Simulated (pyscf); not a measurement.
**HO–Sn•(Cl)–Cl, doublet**

Gas-phase minimum from PySCF at ωB97X-D3(BJ)/def2-SVP, one conformer. Other isomers of HO–Sn•(Cl)–Cl were not searched in full and may lie lower. 

SMILES: [OH][Sn]([Cl])[Cl]
```xyz
5

O      1.5479    -0.2337     0.2482
Sn     0.2839     0.1573    -1.2243
Cl    -0.6669     2.2289    -0.6750
Cl    -1.3870    -1.4999    -1.1137
H      1.6098    -1.1815     0.4348
```
Charge 0, spin multiplicity 2.

Bonds (Å): O1–Sn2 1.980, O1–H5 0.968, Sn2–Cl3 2.345, Sn2–Cl4 2.356. Bond angles (°): Sn2–O1–H5 112.2, O1–Sn2–Cl3 105.0, O1–Sn2–Cl4 106.2, Cl3–Sn2–Cl4 108.8.

Properties at ωB97X-D3(BJ)/def2-SVP:

```yaml
harmonic_wavenumbers_unscaled: 97, 107, 149, 214, 368, 387, 620, 823, 3864 cm⁻¹
zero_point_energy: 9.5 kcal/mol
rotational_symmetry_number: 1
Entropy of this conformer at 298 K and 1 atm, rigid rotor and harmonic oscillator, modes under 100 cm⁻¹ raised to 100: 358.5 J/(mol K)
dipole_moment: 2.68 D
Spin expectation value S2: 0.757
```

Single-point totals, which compare only within one level:

```csv
level,total energy (hartree)
ωB97X-D3(BJ)/def2-TZVP,-1210.77853
PBE/def2-TZVP,-1210.23139
r²SCAN/def2-TZVP,-1210.67127
B3LYP-D3(BJ)/def2-TZVP,-1210.79381
PBE0-D3(BJ)/def2-TZVP,-1210.31011
M06-2X/def2-TZVP,-1210.56517
ωB97M-D3(BJ)/def2-TZVP,-1210.83272
```

Soft torsions are taken as harmonic, which can shift the entropy by several J/(mol K). Elements past Kr carry the def2 core potentials, without spin-orbit coupling.
